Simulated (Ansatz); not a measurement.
Molecule: HgCl, net charge 0, doublet state. The spin state was set by rule; other spins were not relaxed. 
Geometry from a B3LYP-D3(BJ)/def2-TZVP (Ansatz, a first-principles code) optimisation:
```
Hg
Cl 1 2.4583
```
Charge 0, spin multiplicity 2.

Basis-set convergence of Hartree-Fock and MP2 correlation energies (hartree) with Ansatz. Cores are frozen in the correlated levels unless marked. Open shells are spin-unrestricted. Spin-orbit coupling is left out. The frozen core is the preceding noble-gas configuration, with the filled d and f shells of earlier blocks. In def2 rows, elements after Kr have scalar-relativistic effective core potentials.

```
basis       functions       E(HF)  E(corr, MP2)
----------  ---------  ----------  ------------
def2-SVP           50  -611.88589      -0.40905
def2-TZVPP        101  -612.05433      -0.60072
def2-QZVPP        158  -612.06806      -0.64492
```

Extrapolating the two largest sets (X = 3 and 4) as X^-3: E(corr) = (64·(-0.64492) - 27·(-0.60072))/37 = -0.6772 Eh, an estimate of the basis-set limit. The largest set recovers 95.2 % of it, the smallest 60.4 %.
